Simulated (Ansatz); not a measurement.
```xyz
13

C    -0.592    0.397   -1.732
N    -0.944    0.199   -0.367
Al   -1.717   -0.156    1.127
C     0.046    0.516    0.737
Si    1.548   -0.564    0.912
H    -0.342    1.447   -1.939
H     0.278   -0.207   -2.025
H    -1.428    0.117   -2.378
H    -3.020   -0.646    1.850
H     0.250    1.589    0.854
H     2.569   -0.432   -0.171
H     2.234   -0.263    2.200
H     1.117   -1.995    0.931
```

Charge 0, multiplicity 1.

(1) List the r2SCAN/def2-TZVPP orbital energies in eV (Ansatz). (An estimate is asked.)

## Answers

(1) Ansatz gave: Occupied: -1790.34, -1517.09, -384.92, -273.49, -273.12, -140.82, -110.65, -95.69, -95.68, -95.65, -70.97, -70.82, -70.74, -22.99, -18.17, -15.15, -12.85, -11.85, -11.11, -10.62, -9.65, -9.10, -8.38, -8.19, -7.49, -6.06, -5.05. Lowest empty: -1.41, -1.09, -0.24, 1.02, 1.15, 1.51, 1.96, 2.35.
